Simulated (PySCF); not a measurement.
This PySCF input asks for the NMR shieldings of `B1CB(OC(C)C)OC1`, C₅H₁₂B₂O₂; the geometry comes from GFN2-xTB.

```python
import basis_set_exchange as bse
import numpy as np
from pyscf import gto, dft
from pyscf.prop import nmr

atoms = """
C    -2.042414   -1.093181    0.371154
C    -1.590098    0.364980    0.402124
C    -2.708764    1.306073   -0.036143
O    -0.491107    0.555911   -0.480717
B     0.758925    0.168479   -0.179244
C     2.035467    0.356310   -1.138887
B     3.174543   -0.257004   -0.252386
C     2.490420   -0.722707    1.096801
O     1.093944   -0.427721    1.007264
H    -2.896380   -1.234575    1.028204
H    -1.229826   -1.735057    0.700718
H    -2.322053   -1.370563   -0.642726
H    -1.268843    0.617093    1.422443
H    -3.559297    1.213135    0.633709
H    -3.020978    1.059449   -1.047776
H    -2.357040    2.334168   -0.023493
H     2.217620    1.399059   -1.402828
H     1.924016   -0.145318   -2.100878
H     4.310862   -0.367332   -0.487778
H     2.590398   -1.796407    1.300870
H     2.881685   -0.207847    1.983799
"""
names = dict.fromkeys(["C", "O", "B", "H"], "pcSseg-1")
basis = {el: gto.basis.parse(bse.get_basis(n, elements=[el], fmt="nwchem")) for el, n in names.items()}
mol = gto.M(atom=atoms, basis=basis, charge=0, verbose=0)
mf = dft.RKS(mol, xc="PBE0")
mf.grids.level = 2
mf.grids.alignment = dft.numint.BLKSIZE   # the property module wants whole blocks of grid points
mf.conv_tol = 1e-9
mf.kernel()

calc = nmr.RKS(mf)   # GIAO
C = mf.mo_coeff
Co = C[:, mf.mo_occ > 0]
resp = mf.gen_response(singlet=True, hermi=2)
def vind(x):   # induced exchange potential for any number of trial vectors
    d = np.einsum("pi,xij,qj->xpq", C, 2 * x.reshape(-1, C.shape[1], Co.shape[1]), Co, optimize=True)
    return np.einsum("xpq,pi,qj->xij", resp(d - d.transpose(0, 2, 1)), C, Co, optimize=True).ravel()
mo1, _ = nmr.rhf.solve_mo1(calc, with_cphf=vind)
sigma = calc.kernel(mo1)
for i, s in enumerate(sigma):   # ppm
    w = np.linalg.eigvalsh((s + s.T) / 2)
    print("%2d %-2s iso %8.1f  s11 %8.1f  s22 %8.1f  s33 %8.1f" % (i, mol.atom_pure_symbol(i), w.mean(), *w))
```

Q: What are the results?

A: 
```
 0 C  iso    160.7  s11    141.3  s22    154.5  s33    186.4
 1 C  iso    116.5  s11     86.0  s22    106.8  s33    156.8
 2 C  iso    160.5  s11    142.6  s22    152.6  s33    186.3
 3 O  iso    182.2  s11     74.8  s22    192.2  s33    279.5
 4 B  iso     65.8  s11     61.2  s22     64.3  s33     71.9
 5 C  iso    170.2  s11    143.5  s22    175.7  s33    191.4
 6 B  iso      3.3  s11    -79.0  s22    -26.9  s33    115.7
 7 C  iso    106.4  s11     77.1  s22     98.4  s33    143.6
 8 O  iso    184.1  s11      5.2  s22    253.6  s33    293.4
 9 H  iso     30.8  s11     26.6  s22     28.4  s33     37.3
10 H  iso     29.8  s11     24.7  s22     30.2  s33     34.6
11 H  iso     30.7  s11     28.2  s22     28.7  s33     35.2
12 H  iso     27.1  s11     23.7  s22     27.9  s33     29.6
13 H  iso     30.7  s11     26.6  s22     28.4  s33     37.1
14 H  iso     30.4  s11     27.5  s22     28.7  s33     35.0
15 H  iso     30.1  s11     26.1  s22     28.0  s33     36.3
16 H  iso     31.0  s11     26.1  s22     29.3  s33     37.5
17 H  iso     31.0  s11     26.1  s22     29.5  s33     37.3
18 H  iso     23.1  s11     16.8  s22     25.3  s33     27.2
19 H  iso     26.9  s11     22.2  s22     25.4  s33     33.2
20 H  iso     27.0  s11     22.2  s22     25.4  s33     33.3
```

These numbers come from an equivalent density-fitted implementation of the same equations, which agrees with the script to about 0.01 ppm for H and up to a few tenths of a ppm for heavy atoms, so last digits may differ.

Size and cost of the density-fitted run: 213 basis functions, 36 s wall time on 1 thread of an Arm Neoverse V2, shared host; peak memory 1 GiB.
